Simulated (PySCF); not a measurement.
Molecular orbitals of CdC⁻

MN15 at R = 2.307 Å; Cd def2-SVPD with ECP28, C def2-SVPD; scalar-relativistic core potentials (PySCF 2.14). State: ⁴Σ⁻ (quartet), unpaired electrons σ ↑, π ↑↑. Only the outer orbitals are listed, counted within each symmetry, core potentials removing the inner ones.

```
spin  orbital  occ.  ε (eV)  on Cd (%)           main shells (%)
   α       6σ     1   -2.88         63           62 Cd s, 35 C p
   α       3π     1   -1.04         12           88 C p, 11 Cd p
   α       3π     1   -1.04         12           88 C p, 11 Cd p
   α       7σ     1   -0.08         55  40 C p, 28 Cd s, 26 Cd p
   α       4π     0    4.54         90           90 Cd p, 10 C p
   α       4π     0    4.54         90           90 Cd p, 10 C p
   α       8σ     0    5.96        104                   96 Cd p
   β       5σ     1   -6.32         24           76 C s, 13 Cd s
   β       6σ     1   -1.58         88           86 Cd s, 10 C s
   β       3π     0    3.71         85           85 Cd p, 15 C p
   β       3π     0    3.71         85           85 Cd p, 15 C p
   β       7σ     0    4.04         56           56 Cd p, 36 C p
```

**Question.** Which are the highest filled and the lowest empty level, where do they sit, and how wide is the gap?

**Answer.** Highest filled α 7σ at -0.08 eV (in %: 40 C p, 28 Cd s, 26 Cd p); lowest empty β 3π at 3.71 eV (in %: 85 Cd p, 15 C p); the gap at MN15 is 3.79 eV. An empty level above zero is unbound, and its energy depends on the basis.

```json
{
  "bond order (Mayer)": "0.80",
  "⟨S²⟩": "3.759",
  "charge on Cd (Mulliken, basis-dependent)": "-0.50",
  "charge on Cd (Löwdin, basis-dependent)": "-0.42",
  "dipole moment (positive dipole points towards C; it is taken about the centre of mass and depends on that origin)": "-2.97 D"
}
```

Shares are Mulliken populations and can fall outside 0 to 100 %.

Spin–orbit coupling is left out. The state was picked by a PBE0 search and need not be the measured ground state.
